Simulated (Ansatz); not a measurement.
The pair A = CH4 (SMILES C) (first 5 atoms), B = H2 (SMILES [H][H]); geometry from B3LYP-D3(BJ)/def2-TZVP.
(charge 0, multiplicity 1):
```json
[
 {"atom": "C", "x (Å)": "-0.0199", "y (Å)": "0.0148", "z (Å)": "-0.1340"},
 {"atom": "H", "x (Å)": "-0.0440", "y (Å)": "0.0299", "z (Å)": "-1.2229"},
 {"atom": "H", "x (Å)": "-1.0370", "y (Å)": "-0.0517", "z (Å)": "0.2502"},
 {"atom": "H", "x (Å)": "0.5537", "y (Å)": "-0.8472", "z (Å)": "0.2041"},
 {"atom": "H", "x (Å)": "0.4477", "y (Å)": "0.9285", "z (Å)": "0.2309"},
 {"atom": "H", "x (Å)": "0.0577", "y (Å)": "-0.0424", "z (Å)": "3.7077"},
 {"atom": "H", "x (Å)": "0.0417", "y (Å)": "-0.0317", "z (Å)": "2.9640"}
]
```

Correlated levels freeze the cores. MP2 and its Hartree–Fock in aug-cc-pVQZ are density fitted.

The values were computed with Ansatz (Gaussian orbitals). 

The counterpoise-corrected interaction energy is E(AB) − E(A in the pair's basis) − E(B in the pair's basis). Total energies (hartree):

```json
[
 {"level": "HF/aug-cc-pVTZ", "AB": "-41.3462864", "A in the pair's basis": "-40.2135767", "B in the pair's basis": "-1.1330012"},
 {"level": "MP2/aug-cc-pVTZ", "AB": "-41.5799213", "A in the pair's basis": "-40.4145104", "B in the pair's basis": "-1.1650271"},
 {"level": "HF/aug-cc-pVQZ", "AB": "-41.3493578", "A in the pair's basis": "-40.2162035", "B in the pair's basis": "-1.1334472"},
 {"level": "MP2/aug-cc-pVQZ", "AB": "-41.5944356", "A in the pair's basis": "-40.4273246", "B in the pair's basis": "-1.1667084"},
 {"level": "CCSD(T)/aug-cc-pVTZ", "AB": "-41.6140917", "A in the pair's basis": "-40.4410003", "B in the pair's basis": "-1.1726665"}
]
```

**Question.** Work out the counterpoise-corrected interaction energy at the basis-set limit: extrapolate the MP2 correlation part as X⁻³, take Hartree–Fock from the larger set, and add the CCSD(T) − MP2 difference of aug-cc-pVTZ.

**Answer.** 
1. Differences (1 hartree = 627.509 kcal/mol): HF/aug-cc-pVTZ 0.183; MP2/aug-cc-pVTZ -0.241; HF/aug-cc-pVQZ 0.184; MP2/aug-cc-pVQZ -0.253; CCSD(T)/aug-cc-pVTZ -0.267.
2. Correlation parts, MP2 less HF: -0.424 in aug-cc-pVTZ (X = 3), -0.436 in aug-cc-pVQZ (X = 4).
3. Limit (4³·(-0.436) − 3³·(-0.424))/(4³ − 3³) = -0.446; with HF/aug-cc-pVQZ it gives -0.262.
4. CCSD(T) less MP2 in aug-cc-pVTZ: -0.026.
Result: -0.29 kcal/mol, against -0.24 at MP2/aug-cc-pVTZ. It is an estimate of this method's limit, not of the exact value.

Ansatz is a first-principles code.
